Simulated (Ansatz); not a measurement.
Species: I₃In, SMILES `[I][In]([I])[I]` (charge 0, multiplicity 1).

**Question.** Give a relaxed geometry from CAM-B3LYP-D3(BJ)/def2-SVP run with Ansatz (an electronic-structure program).

**Answer.** the end point of this relaxation (outside a Z-matrix the atoms follow the SMILES, hydrogens last).
Bonds (Å): I1–In2 2.653, In2–I3 2.653, In2–I4 2.653. Bond angles (°): I1–In2–I3 120.0, I1–In2–I4 120.0, I3–In2–I4 120.0.
